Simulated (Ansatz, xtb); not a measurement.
**Relative energy of two isomers of C8H5Cl**

We compare X, `C#Cc1ccccc1Cl`, a singlet, with Y, `C#Cc1cccc(Cl)c1`, a singlet. Both are isolated molecules in the gas phase, relaxed with PBE0-D3(BJ)/def2-SVP.

X (Å):

```yaml
atoms:
  - { symbol: C, position_ang: [0.8208, -2.4650, 1.2709] }
  - { symbol: C, position_ang: [0.6922, -1.6715, 0.3628] }
  - { symbol: C, position_ang: [0.5391, -0.7170, -0.6853] }
  - { symbol: C, position_ang: [0.3852, 0.6483, -0.3867] }
  - { symbol: C, position_ang: [0.2349, 1.5905, -1.3962] }
  - { symbol: C, position_ang: [0.2354, 1.1854, -2.7309] }
  - { symbol: C, position_ang: [0.3860, -0.1602, -3.0535] }
  - { symbol: C, position_ang: [0.5366, -1.1038, -2.0401] }
  - { symbol: Cl, position_ang: [0.7220, -2.7672, -2.4613] }
  - { symbol: H, position_ang: [0.9354, -3.1752, 2.0687] }
  - { symbol: H, position_ang: [0.3866, 0.9516, 0.6618] }
  - { symbol: H, position_ang: [0.1169, 2.6457, -1.1412] }
  - { symbol: H, position_ang: [0.1177, 1.9204, -3.5303] }
  - { symbol: H, position_ang: [0.3886, -0.4938, -4.0923] }
```

Y (Å):

```xyz
14

C    -2.2065   -0.8139    0.8004
C    -1.2450   -0.6078    0.0903
C    -0.1114   -0.3636   -0.7450
C     0.9268    0.4775   -0.3112
C     2.0248    0.7076   -1.1328
C     2.1118    0.1121   -2.3895
C     1.0784   -0.7221   -2.8155
C    -0.0292   -0.9665   -2.0104
Cl    1.1734   -1.4688   -4.3753
H    -3.0582   -0.9965    1.4292
H     0.8598    0.9444    0.6726
H     2.8300    1.3622   -0.7921
H     2.9694    0.2871   -3.0407
H    -0.8274   -1.6215   -2.3602
```

Problem. Estimate which is lower in electronic energy at CCSD(T)/def2-SVP + ΔMP2/def2-TZVPP, and by roughly how much.

Solution. Too close to call at this level: CCSD(T)/def2-SVP + ΔMP2/def2-TZVPP gives E(Y) − E(X) = −0.67 kcal/mol.

The same difference at several levels:

```csv
level,geometry,E(Y) − E(X) (kcal/mol),departure from the last row (kcal/mol),"job, with rough time for the two"
GFN2-xTB,GFN2-xTB,−0.38,+0.29,"optimisation, 0.19 s"
HF/STO-3G,GFN2-xTB,−1.05,−0.38,"single point, 0.52 s"
r2SCAN-D4/def2-SVP,GFN2-xTB,−0.59,+0.08,"single point, 4.1 s"
PBE0-D3(BJ)/def2-SVP,PBE0-D3(BJ)/def2-SVP,−0.50,+0.17,"optimisation, 37 s"
HF/def2-SVP,PBE0-D3(BJ)/def2-SVP,−1.65,−0.98,part of the CCSD(T) run
MP2/def2-SVP,PBE0-D3(BJ)/def2-SVP,−0.44,+0.23,part of the CCSD(T) run
CCSD(T)/def2-SVP,PBE0-D3(BJ)/def2-SVP,−0.78,−0.11,single point
CCSD(T)/def2-SVP + ΔMP2/def2-TZVPP,PBE0-D3(BJ)/def2-SVP,−0.67,,"single point, 1.9 min"
```

As drawn, both hold the same kinds of bond in the same numbers.

The largest departure from CCSD(T)/def2-SVP + ΔMP2/def2-TZVPP is that of HF/def2-SVP, 0.98 kcal/mol. The last row adds to CCSD(T) the change of the MP2 difference between the two basis sets, here +0.11 kcal/mol.

With thermal terms from frequencies at re-optimised GFN2-xTB minima (ideal gas, soft modes damped towards free rotors, one conformer each, 298.15 K, 1 atm): the zero-point term adds −0.02 kcal/mol; ΔH is −0.70 and ΔG −0.73 kcal/mol.

The correlated steps freeze 13 core orbitals. Codes used: Ansatz 0.2.0, xtb 6.7.1; the last row on 4 threads of Arm Neoverse V1 on a shared host.
